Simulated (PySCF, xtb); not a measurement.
bromo-dichloro-fluoromethane (CBrCl2F), SMILES FC(Cl)(Cl)Br.

Harmonic wavenumbers (cm⁻¹) from GFN2-xTB in xtb 6.7.1 at its own minimum, in rising order: 173, 185, 261, 290, 343, 455, 632, 666, 1038.

### Question
What does PBE-D3(BJ)/def2-SVP (PySCF) give at its own minimum? (The exact figures need the calculation; the answer reports its results.)

### Answer
194, 207, 290, 325, 380, 489, 737, 786, 1108. Paired by order, the mean absolute difference is 52 cm⁻¹ and the zero-point energies are 5.8 and 6.5 kcal/mol.
